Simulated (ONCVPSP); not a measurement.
**Configuration tests for B (Z = 5) (ONCV)**

- Element: boron
- Generator: ONCVPSP 4.0.1
- Type: optimised norm-conserving Vanderbilt (ONCV)
- Functional: PBEsol
- Relativity: scalar-relativistic
- Frozen core: [He]
- Valence charge: 3
- Reference configuration: 2s2 2p1
- Partial waves: 2s: rc 1.30 bohr, ncon 3, nbas 7, qcut 6 1/bohr, local; 2p: rc 3.40 bohr, ncon 4, nbas 8, qcut 4.8 1/bohr, 2 projectors, debl 0.4 Ha
- Local potential: the s channel
- Core correction: polynomial model core, fcfact 0.25

Energies are relative to the spin-unpolarised reference configuration 2s2 2p1; without spin polarisation the order of configurations can differ from experiment.

| valence configuration | charge | ΔE all-electron (eV) | error AE − PS (meV) |
| --- | --- | --- | --- |
| 2s1 2p0 | +2 | 33.401 | +324 |
| 2s2 2p0.5 | +0.5 | 2.855 | +16 |
| 2s1 2p2 | 0 | 5.819 | -22 |

Task: What are ΔE and the potential's error for 2s2 2p0?

Result: ΔE = 8.139 eV all-electron; the error (AE − PS) is +101 meV.

Levels in the configuration 2s1 2p0:

```json
{"level": "2s", "all-electron (eV)": "-31.279", "pseudo (eV)": "-30.992"}
```
